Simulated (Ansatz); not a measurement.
Z-matrix (Å, degrees):
```
C
Al 1 1.950
H 1 1.092 2 113.1
H 1 1.096 2 110.2 3 120.4
H 1 1.094 2 111.0 3 -121.7
C 2 1.949 1 123.9 3 167.3
Se 2 2.330 1 119.9 3 -13.1
H 6 1.095 2 110.9 1 54.5
H 6 1.092 2 112.8 1 175.7
H 6 1.095 2 110.6 1 -63.6
H 7 1.469 2 92.9 1 0.7
```

The species carries charge 0 and has multiplicity 1.

Q: List the ωB97M-V/def2-TZVPP orbital energies in eV (the Gaussian-basis code of Ansatz). (Best estimate.)

A: Computed: Occupied: -12367.63, -1587.94, -1531.95, -1422.70, -1422.66, -1422.64, -280.73, -280.68, -217.38, -160.33, -160.18, -160.12, -116.56, -76.23, -76.08, -76.00, -60.23, -60.18, -60.12, -60.01, -60.01, -22.07, -21.63, -21.62, -13.72, -13.66, -13.64, -13.40, -13.33, -12.45, -10.25, -9.95, -9.22. Lowest empty: 1.04, 1.41, 2.22, 2.78, 2.91, 4.08, 4.56, 4.80.
